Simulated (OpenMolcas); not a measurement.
Pt4+ (d6) among equal point charges was computed by CASSCF with the d shell active (OpenMolcas, ANO-RCC-VDZP on the metal). Its lowest spin-free states, and all those of the highest spin:

| 2S+1 | Degeneracy | E (cm-1) |
| --- | --- | --- |
| 5 | 2 | 0.0 |
| 5 | 1 | 9777 |
| 5 | 2 | 12252 |
| 3 | 2 | 17665 |
| 3 | 1 | 19771 |
| 3 | 1 | 19783 |
| 3 | 1 | 19812 |
| 3 | 2 | 20013 |
| 3 | 2 | 21468 |
| 3 | 1 | 23234 |
| 1 | 1 | 23974 |
| 3 | 2 | 25029 |

**Question.** Is the site octahedral, tetrahedral or cube-like, axial, or of lower symmetry?

**Answer.** The states with 2S+1 = 5 have orbital degeneracies 2, 1, 2. There are pairs but no triples, so the site is axial: not cubic, but with a proper or improper axis of order three or more. The run had Pt4+ among 6 point charges of -1.5 e arranged as a trigonal prism (D3h), 2.09 Å from the ion, with a polar angle of 41.2° against the regular 49.1°.

An orbital doublet at a regular site is open to a Jahn-Teller distortion, which this geometry leaves out. Without dynamic correlation the repulsion within the d shell is too large (B by tens of per cent), so at a given field states of lower spin stand too high. Point charges give a weaker field than real ligands, and real ions of this kind are as a rule low spin; the high spin found here belongs to the model. Point charges carry no covalency, so the field is a model and not that of real ligands. No measured value stands beside these numbers.
